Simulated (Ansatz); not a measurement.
Hf3Si2. The state is a singlet with charge 0. Geometry PBE-D4/def2-SVP; atoms count from 1.

Cartesian coordinates in Å:
```
Hf -1.1254 1.1008 -1.3379
Hf -0.9326 -1.5923 -0.9292
Hf 1.3574 -0.0127 -0.7242
Si -0.7077 0.1199 1.1246
Si 1.4083 0.3843 1.8668
```

In the def2 sets Hf takes a core potential; there is no spin–orbit coupling. The restricted singlet is unstable towards broken spin symmetry in Hartree–Fock (as tested in another run); at PBE0-D4/def2-TZVP this wasn't settled. No other spin state of charge 0 was run. Another isomer (triplet) lies 2.57 eV lower at PBE0-D4/def2-TZVP; other spin states weren't run for this one.

Q: Estimate the Mulliken populations from the PBE0/def2-TZVP orbitals of Ansatz.

A: 
```
atom  charge (e)  d electrons
 Hf1        0.15         2.28
 Hf2        0.15         2.28
 Hf3        0.23         2.49
 Si4       -0.31            –
 Si5       -0.22            –
```
Mulliken values and Mayer orders depend strongly on the basis.

Q: And the Mayer bond orders between bonded heavy atoms (over 0.3)?

A: Hf1–Hf2 1.80 (2.73 Å); Hf1–Hf3 1.51 (2.79 Å); Hf1–Si4 0.86 (2.68 Å); Hf2–Hf3 1.51 (2.79 Å); Hf2–Si4 0.86 (2.68 Å); Hf3–Si4 0.59 (2.78 Å); Hf3–Si5 1.16 (2.62 Å); Si4–Si5 1.36 (2.26 Å).
